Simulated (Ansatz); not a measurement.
Q: Name a neutral molecule of F, Ge, In and H with size of the dipole moment (B3LYP/def2-TZVPP) between 2.20 and 2.50 D and LUMO energy (ωB97M-V/def2-TZVPP) between -0.85 and -0.55 eV (Ansatz, PBE0-D4/def2-TZVP geometry).

A: `[F][GeH2][InH2]` (2.35 D, -0.82 eV). Other molecules can fit too; these were computed, each in one conformer that needn't be the lowest.

B3LYP here is the variant with VWN-RPA as its local correlation; programs differ in this.
